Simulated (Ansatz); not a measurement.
FH3O3Ti (`[OH][Ti]([OH])([OH])[F]`). Charge 0, multiplicity 1.

Cartesian coordinates in Å:
```
O 0.470 -1.131 1.173
Ti 0.069 0.270 0.136
O 1.384 0.493 -1.061
O -1.477 -0.002 -0.721
F -0.101 1.714 1.142
H 0.389 -1.302 2.112
H 1.345 0.703 -1.995
H -2.078 -0.744 -0.786
```

List the harmonic frequencies (cm⁻¹, unscaled) at PBE0-D4/def2-TZVP in Ansatz. (Best estimate.)

Ansatz gave: 138, 157, 173, 191, 221, 227, 241, 278, 398, 431, 465, 715, 775, 793, 808, 3926, 3933, 3940.

Is this a minimum?

Yes, all 18 modes are real.

Give the ideal-gas thermochemistry at 298.15 K and 1 bar (rigid rotor, harmonic oscillator; point group C1, symmetry number 1).

Zero-point energy 106.5 kJ/mol; H(298) − E = 131.3 kJ/mol; entropy 366.6 J/(mol·K), of which translation 168.3, rotation 111.4, vibration 86.8; G(298) − E = 22.0 kJ/mol.

Rotational constants (cm⁻¹)?

0.111, 0.1081, 0.1072.
